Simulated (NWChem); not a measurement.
Species: CH5AlOS2; SMILES C[O][Al]([SH])[SH]

```xyz
10

Al     0.1704     0.0067    -0.0090
O      0.2991     1.6860     0.0361
C     -0.4176     2.8743     0.0145
H     -1.5090     2.7163    -0.0632
H     -0.2295     3.4580     0.9328
H     -0.1090     3.4984    -0.8424
S      2.0117    -1.1541     0.0847
H      2.7701    -0.0369     0.1570
S     -1.7718    -0.9781    -0.1563
H     -1.2328    -2.2178    -0.1502
```
Atoms are numbered in this order, from 1.

Level: PBE0/def2-SVP (NWChem), optimised geometry, unscaled harmonic frequencies. 

```tsv
frequency (cm⁻¹)	IR intensity (km/mol)
42	1.0
68	4.9
77	5.9
119	6.8
159	35.8
207	18.4
209	26.1
250	18.0
386	4.1
558	82.0
618	1.0
658	102.5
767	67.2
1187	15.1
1190	0.3
1284	424.6
1474	2.2
1479	2.1
1486	18.2
2715	1.9
2715	0.3
3012	100.6
3095	39.4
3104	33.9
```

```json
{
 "zero_point_energy": "38.4 kcal/mol",
 "thermal correction to the enthalpy at 298.15 K (with zero-point energy)": "44.7 kcal/mol",
 "heat capacity Cv": "27.2 cal/(mol K)",
 "entropy at 298.15 K and 1 atm (symmetry number 1)": "96.7 cal/(mol K)",
 "dipole_moment": "1.22 D"
}
```

Rigid rotor and harmonic oscillator; modes under 100 cm⁻¹ make the entropy uncertain.
